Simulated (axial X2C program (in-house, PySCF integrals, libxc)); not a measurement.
**MoAs: from the spin-free to the two-component result**

Computed with an in-house relativistic program for diatomic molecules. Spin-free means the one-electron spin-free X2C Hamiltonian; two-component (2c) means X2C with spin–orbit coupling and atomic mean-field two-electron Coulomb and Gaunt terms, so the difference of the two also holds small scalar two-electron terms. Basis: Mo dyall-cv3z [11s12p9d5f3g], As dyall-cv3z [9s9p6d4f1g] (cores contracted in-house); Gaussian nuclei, density fitting, unrestricted open shells. Masses: Mo 97.905 u, As 74.922 u.

Spin-free state: M_S = 3/2, Λ = 0 (beyond evenly filled blocks: σα, δ+α, δ-α); fragments Mo + As.

| level | Re (Å) | ωe (cm⁻¹) | De (eV) | μ (D) |
| --- | --- | --- | --- | --- |
| PBE0 | 2.277 | 276.9 | 2.412 | -3.40 |
| HF | 2.657 | 156.0 | 0.402 | -3.86 |
| B97-3 | 2.274 | 280.8 | 2.762 | -3.25 |

Dipoles are positive if As is the positive end.

Two-component determinant lowest at the distance of the search:

Ω = 3/2 (⟨Sz⟩ = 1.50, ⟨Lz⟩ = 0.00 at PBE0); fragments Mo + As.

```
level  Re (Å)  ωe (cm⁻¹)  De (eV)  μ (D)
 PBE0   2.278      276.4    2.402  -3.38
   HF   2.658      155.4    0.399  -3.85
B97-3   2.275      280.3    2.750  -3.24
```

(1) From the two tables, how do the constants change at the PBE0 level (2c against spin-free)?

Occupations by symmetry block were frozen at the best pattern of an incomplete PBE0 search. De is counted from the lowest determinant-based energies of the atoms at the same level, without counterpoise correction. Density functionals use the spin component along the axis (collinear). With several unpaired electrons one determinant need not be a pure state. This is the top spin component of a Σ state; components of lower Ω are not single determinants and can lie lower. The determinant is spin-polarised beyond a pure state at some levels (its spin-free form has ⟨S²⟩ too high), which makes Re and μ there less reliable.

Results:

(1) At the PBE0 level Re goes up by 0.001 Å and ωe drops by 0.5 cm⁻¹; De changes by -0.010 eV.
